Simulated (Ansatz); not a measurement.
**Ligand exchange: KBr + CuNH2 → KNH2 + CuBr**

Species: KBr, singlet; CuNH2 `[NH2][Cu]`, singlet; KNH2 `[NH2][K]`, singlet; CuBr (copper(i) bromide), singlet. The partners trade Br for NH2: K–Br and Cu–NH2 bonds give way to K–NH2 and Cu–Br.

Shapes, held fixed at every level: PBE0-D4/def2-TZVP. Programs: Ansatz 0.2.0. The zero-point and thermal change to 298 K, harmonic and unscaled (PBE0-D4/def2-TZVP), is -4.1 kJ/mol.

Q: Estimate ΔH(298 K) of this reaction.

A: wB97M-V/def2-TZVPP gives ΔH(298 K) = +84.6 kJ/mol; the levels span +84.6 to +104.5. The median of the levels is +92.6. No measured value is set beside it here. Relativity is left out for Br, Cu. Times are processor times on shared x86 and Arm servers, and rough.

```json
{"level": "SPW92/def2-TZVPP", "kind": "LDA", "ΔH(298 K) (kJ/mol)": "+104.3", "CPU time (sum over the molecules)": "6.8 s"}
{"level": "PBE-D4/def2-TZVPP", "kind": "GGA", "ΔH(298 K) (kJ/mol)": "+101.5", "CPU time (sum over the molecules)": "11 s"}
{"level": "r2SCAN-D4/def2-TZVPP", "kind": "meta-GGA", "ΔH(298 K) (kJ/mol)": "+104.5", "CPU time (sum over the molecules)": "19 s"}
{"level": "B3LYP-D4/def2-TZVPP", "kind": "global hybrid", "ΔH(298 K) (kJ/mol)": "+92.6", "CPU time (sum over the molecules)": "15 s"}
{"level": "r2SCAN0-D4/def2-TZVPP", "kind": "global hybrid", "ΔH(298 K) (kJ/mol)": "+89.9", "CPU time (sum over the molecules)": "19 s"}
{"level": "wB97X-V/def2-TZVPP", "kind": "range-separated hybrid", "ΔH(298 K) (kJ/mol)": "+86.4", "CPU time (sum over the molecules)": "36 s"}
{"level": "wB97M-V/def2-TZVPP", "kind": "range-separated hybrid", "ΔH(298 K) (kJ/mol)": "+84.6", "CPU time (sum over the molecules)": "54 s"}
```
